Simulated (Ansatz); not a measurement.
Si₁₈H₂₄, a nanocrystal cut from hexagonal silicon. Total charge 0; triplet. Geometry PBE-D4/def2-SVP, that of the neutral singlet; atoms count from 1.

```xyz
42

Si   -3.6100    2.7917   -0.4559
Si   -3.1361    2.7780    1.8660
Si   -2.0883    1.4088   -1.6004
Si    0.1010    2.1777   -1.2145
Si   -1.2942    1.3815    2.3072
Si    0.5727    2.1617    1.1077
Si    1.6349    0.8115   -2.3605
Si    3.8173    1.6017   -1.9730
Si    2.4283    0.7847    1.5474
Si    4.2898    1.5828    0.3491
Si   -2.2460   -0.7818   -0.7582
Si   -1.7748   -0.7979    1.5639
Si   -0.7373   -2.1792   -1.9002
Si    1.4372   -1.3722   -1.5090
Si    0.0549   -2.2080    2.0079
Si    1.9080   -1.3885    0.8132
Si   -0.9143   -4.3685   -1.0558
Si   -0.4454   -4.3849    1.2672
H    -3.5140    4.2028   -0.9812
H    -5.0184    2.3018   -0.6854
H    -2.8338    4.1826    2.3263
H    -4.3447    2.2871    2.6241
H    -2.3671    1.4009   -3.0851
H     0.2284    3.6004   -1.7083
H    -0.9711    1.3528    3.7826
H     0.8860    3.5782    1.5315
H     1.3077    0.8102   -3.8353
H     3.9541    3.0076   -2.5032
H     4.8134    0.7298   -2.6968
H     2.7024    0.7648    3.0329
H     4.6311    2.9799    0.8049
H     5.4844    0.6998    0.6129
H    -3.6538   -1.2957   -0.9541
H    -2.9966   -1.3174    2.2861
H    -1.0324   -2.1387   -3.3812
H     2.4383   -2.2722   -2.1962
H     0.3592   -2.1911    3.4875
H     3.0954   -2.2947    1.0439
H    -2.3072   -4.8979   -1.2923
H     0.0578   -5.2729   -1.7722
H    -1.6403   -4.9184    2.0181
H     0.7238   -5.2989    1.5385
```

Single mean-field runs in def2-TZVP are fitted with def2-universal-jkfit. At PBE0-D4/def2-TZVP a singlet of charge 0 lies 4.19 eV below the triplet at the same geometry.

**Question.** Estimate the Mulliken populations of the heavy atoms from the PBE0/def2-TZVP orbitals of Ansatz.

**Answer.** 
```csv
atom,charge (e),spin (α − β)
Si1,-0.01,0.01
Si2,-0.01,0.01
Si3,0.01,0.02
Si4,-0.01,0.11
Si5,0.01,0.02
Si6,-0.01,0.11
Si7,0.01,0.07
Si8,-0.01,0.08
Si9,0.01,0.07
Si10,-0.01,0.08
Si11,-0.01,0.11
Si12,-0.01,0.11
Si13,0.01,0.07
Si14,-0.02,0.22
Si15,0.01,0.07
Si16,-0.02,0.22
Si17,-0.01,0.08
Si18,-0.01,0.08
```
Mulliken values depend strongly on the basis.

**Question.** Where does the spin sit?

**Answer.** Summed by element: Si 1.56, H 0.44, of 2 unpaired in all. Largest on single atoms: Si14 0.22, Si16 0.22, Si6 0.11.

**Question.** And the Mayer bond orders between heavy atoms (over 0.3)?

**Answer.** Si1–Si2 0.94 (2.37 Å); Si1–Si3 0.94 (2.35 Å); Si2–Si5 0.94 (2.35 Å); Si3–Si4 0.90 (2.35 Å); Si3–Si11 0.90 (2.35 Å); Si4–Si6 0.96 (2.37 Å); Si4–Si7 0.94 (2.35 Å); Si5–Si6 0.90 (2.35 Å); Si5–Si12 0.90 (2.35 Å); Si6–Si9 0.94 (2.35 Å); Si7–Si8 0.87 (2.35 Å); Si7–Si14 0.86 (2.35 Å); Si8–Si10 0.96 (2.37 Å); Si9–Si10 0.87 (2.35 Å); Si9–Si16 0.86 (2.35 Å); Si11–Si12 0.96 (2.37 Å); Si11–Si13 0.94 (2.35 Å); Si12–Si15 0.94 (2.35 Å); Si13–Si14 0.86 (2.35 Å); Si13–Si17 0.87 (2.35 Å); Si14–Si16 1.02 (2.37 Å); Si15–Si16 0.86 (2.35 Å); Si15–Si18 0.87 (2.35 Å); Si17–Si18 0.96 (2.37 Å).
